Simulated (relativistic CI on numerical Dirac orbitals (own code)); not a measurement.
**Hf³⁺: N6,7 absorption edge**

Computed with this model: Dirac-Coulomb-Breit CI, separate exchange-only KLI orbitals for each configuration, QED by a radiative potential, valence Slater integrals scaled by 0.9, multiplet model of core-to-valence dipole absorption; configurations [Xe] 4f14 5d → [Xe] 4f13 5d2; 10 K; Lorentzian 0.3 eV and Gaussian 0.3 eV FWHM. Energies are those of the free ion, without screening or charge transfer. The branching ratio is the share of the lower-energy edge in the whole absorption, uncertain by about 0.02 where the edges overlap. S is read from ⟨S²⟩ = S(S + 1).

Field parameters in Wybourne normalisation: Oh B⁴₀ = 21Dq, B⁴₄ = √(5/14) B⁴₀. The field is a parameter set, without covalency.

free ion: ground-state S = 0.50, centroid 18.47 eV. Peaks (eV, height): 16.2 (10), 17.9 (44), 18.8 (100).

Oh, 10Dq = 7000 cm⁻¹: ground-state S = 0.50, centroid 18.55 eV. Peaks (eV, height): 16.2 (8), 18.6 (98), 19.0 (100).

Oh, 10Dq = 15850 cm⁻¹: ground-state S = 0.50, centroid 18.62 eV. Peaks (eV, height): 14.7 (8), 15.6 (12), 17.3 (41), 18.1 (44), 19.1 (100).

Oh, 10Dq = 24650 cm⁻¹: ground-state S = 0.50, centroid 18.68 eV. Peaks (eV, height): 14.3 (12), 15.2 (16), 16.5 (43), 17.7 (49), 18.2 (46), 19.7 (100), 20.3 (87).

Oh, 10Dq = 33450 cm⁻¹: ground-state S = 0.50, centroid 18.73 eV. Peaks (eV, height): 13.9 (15), 14.8 (20), 16.2 (68), 18.2 (46), 18.8 (39), 20.3 (100), 21.0 (88).

Oh, 10Dq = 42300 cm⁻¹: ground-state S = 0.50, centroid 18.78 eV. Peaks (eV, height): 13.5 (18), 14.4 (23), 15.8 (84), 18.9 (44), 20.9 (100), 21.7 (88).

Strongest unbroadened transitions for Oh, 10Dq = 24650 cm⁻¹:

| Energy (eV) | Relative strength |
| --- | --- |
| 16.05 | 20.0 |
| 16.35 | 31.2 |
| 16.47 | 35.6 |
| 16.71 | 20.1 |
| 17.53 | 30.3 |
| 17.71 | 17.3 |
| 17.78 | 24.9 |
| 18.11 | 19.5 |
| 18.27 | 19.5 |
| 19.28 | 25.3 |
| 19.29 | 16.6 |
| 19.35 | 37.8 |
| 19.44 | 36.0 |
| 19.68 | 100.0 |
| 19.70 | 31.8 |
| 19.94 | 70.0 |
| 20.27 | 60.5 |
| 20.40 | 27.5 |
